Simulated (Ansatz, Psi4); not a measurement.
Input for Psi4:
```
memory 2 GB

molecule mol {
0 2
  N    -1.084208    0.034696   -0.003522
  C     0.169541   -0.378673    0.005976
  O     1.219079    0.204885    0.000415
  H    -1.343784    1.022254   -0.018599
  H    -1.836633   -0.632171    0.004077
}

set basis def2-svpd
set reference uks
set scf_type pk
set puream true
set d_convergence 1e-8
set dft_radial_points 99
set dft_spherical_points 590

energy('bhhlyp')
print_variables()
```

**Question.** Give the equivalent Ansatz (a program for electronic structure) input.

**Answer.** Several could match; the one computed here: 
Ansatz 0.2 input:
```yaml
crystal:
  periodic: [false, false, false]
  atoms:
    - {symbol: N, position_ang: [-1.08420812, 0.03469576, -0.00352205]}
    - {symbol: C, position_ang: [0.16954069, -0.37867263, 0.00597592]}
    - {symbol: O, position_ang: [1.21907875, 0.20488536, 0.00041512]}
    - {symbol: H, position_ang: [-1.34378385, 1.02225370, -0.01859874]}
    - {symbol: H, position_ang: [-1.83663339, -0.63217112, 0.00407662]}
basis:
  gaussian:
    orbitals: def2-SVPD
hamiltonian:
  xc: {name: BHLYP}
magnetization: {spin_polarized: true, initial_magnetization: 1}
accuracy: high
```

Both were run: Psi4 gave -169.030764 Eh and Ansatz -169.030764 Eh, 0.000 mEh apart.
